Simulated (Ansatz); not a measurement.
Species: HSiOF3, charge 0, singlet. HSiOF3 (trifluoro(hydroxy)silane, SMILES O[Si](F)(F)F).
B3LYP-D3(BJ)/def2-TZVP minimum from Ansatz (a program for electronic structure):
```xyz
6

O      1.4970    -0.0276     0.5949
Si     0.0000    -0.0007     0.0079
F     -0.2727    -1.1838    -0.9999
F     -0.9887    -0.1329     1.2210
F     -0.3201     1.3378    -0.7637
H      2.2586     0.0411     0.0145
```
Charge 0, spin multiplicity 1.

Atomisation energy term by term, kcal/mol (programs: Ansatz). Open shells are spin-unrestricted; no spin-orbit coupling. Cores are frozen in correlated methods. Rows without X2C or -DK are non-relativistic. CBS(X,Y): correlation extrapolated as X^-3, Hartree-Fock from the larger set. A bracket is a step between two methods taken in the basis named. '+ core + X2C': CCSD(T) terms for core correlation (cc-pwCVTZ, 1s frozen past Ne) and scalar relativity (cc-pVTZ-DK). Where a partner has so few electrons that a lower coupled-cluster level is exact, that level stands in.

```csv
term,basis,kcal/mol
Hartree-Fock,cc-pV(Q+d)Z,481.72
CCSD correlation,"CBS(cc-pV(T+d)Z,cc-pV(Q+d)Z)",165.87
(T),"CBS(cc-pV(T+d)Z,cc-pV(Q+d)Z)",12.16
CCSDT(Q) - CCSD(T),cc-pV(D+d)Z,0.84
core correlation,cc-pwCVTZ,0.55
scalar relativity,"X2C, cc-pVTZ-DK",-1.93
sum: De,,659.2
```
